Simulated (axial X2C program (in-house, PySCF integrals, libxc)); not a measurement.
## Excited states of SiBr⁺ by EOM-EE-CCSD

Calculated with an axial X2C code built on PySCF integrals: two-component X2C with atomic mean-field Coulomb and Gaunt terms, Gaussian nuclei, basis Br dyall-acv3z, Si dyall-av3z with contracted cores.

R = 2.115 Å (near the PBE0 minimum at charge 1 of the determinant lowest at the starting distance; the state shown can have its own minimum elsewhere).

Vertical excitation energies from the closed-shell determinant state of SiBr⁺:

| Ω | excitation (eV) | cm⁻¹ | hole of the leading pair | particle of the leading pair | weight of the pair (for Ω = 0 its time-reversed partner can hold as much again) | singles weight |
| --- | --- | --- | --- | --- | --- | --- |
| 0⁻ | 3.510 | 28307 | 35% Si sσ, 34% Si pσ, 22% Br pσ | 76% Si pπ, 9% Br dπ, 7% Br pπ | 0.48 | 0.96 |
| 0⁺ | 3.516 | 28356 | 36% Si sσ, 34% Si pσ, 22% Br pσ | 76% Si pπ, 9% Br dπ, 7% Br pπ | 0.48 | 0.96 |
| 1 | 3.543 | 28578 | 35% Si sσ, 34% Si pσ, 22% Br pσ | 76% Si pπ, 9% Br dπ, 7% Br pπ | 0.50 | 0.96 |
| 2 | 3.580 | 28871 | 35% Si sσ, 34% Si pσ, 22% Br pσ | 75% Si pπ, 9% Br dπ, 7% Br pπ | 0.95 | 0.96 |
| 1 | 4.492 | 36228 | 77% Br pπ, 10% Si pπ, 7% Si dπ | 70% Si pπ, 15% Br dπ, 9% Br pπ | 0.66 | 0.92 |
| 0⁻ | 4.519 | 36452 | 77% Br pπ, 10% Si pπ, 7% Si dπ | 68% Si pπ, 16% Br dπ, 10% Br pπ | 0.33 | 0.93 |
| 3 | 4.740 | 38232 | 77% Br pπ, 10% Si pπ, 7% Si dπ | 69% Si pπ, 15% Br dπ, 10% Br pπ | 0.92 | 0.92 |
| 2 | 4.796 | 38684 | 77% Br pπ, 10% Si pπ, 7% Si dπ | 71% Si pπ, 14% Br dπ, 9% Br pπ | 0.81 | 0.92 |

This point took 20 s on 1 thread of Intel(R) Xeon(R) Processor @ 2.30GHz, on a shared host.

Reference electrons by ω block (each with its −ω partner): 1/2: 17, 3/2: 6, 5/2: 1. 10 electrons of SiBr⁺ correlated (inner shells frozen), 88 natural virtual spinors (a truncated set); levels can be off by some tenths of an eV. Roots sought by Ω: (0: 5, 1: 4, 2: 3, 3: 1); rows need 60 % singles weight and stop where some Ω has no more roots. Missing are any skipped roots, higher Ω and states of a further excitation; these come out far too high here and may in truth be low or lowest. T1 of the reference 0.021 (Lee–Taylor). Number of frozen shells: Br 3 s, 2 p, 1 d; Si 2 s, 1 p.
